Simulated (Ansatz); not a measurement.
ZnCl2. Charge 0, multiplicity 1. Geometry PBE-D4/def2-TZVP; atoms count from 1.

```
atom   x (Å)   y (Å)   z (Å)
 Zn1   0.001   0.000   0.001
 Cl2  -1.551   0.170   1.390
 Cl3   1.551  -0.170  -1.391
```

Estimate the Mulliken populations from the PBE0/def2-TZVP orbitals of Ansatz.


```json
{"atom": "Zn1", "charge (e)": "0.63", "d electrons": "10.08"}
{"atom": "Cl2", "charge (e)": "-0.32", "d electrons": "–"}
{"atom": "Cl3", "charge (e)": "-0.32", "d electrons": "–"}
```
Mulliken values and Mayer orders depend strongly on the basis.

And the Mayer bond orders between bonded heavy atoms (over 0.3)?

Zn1–Cl2 1.09 (2.09 Å); Zn1–Cl3 1.09 (2.09 Å).
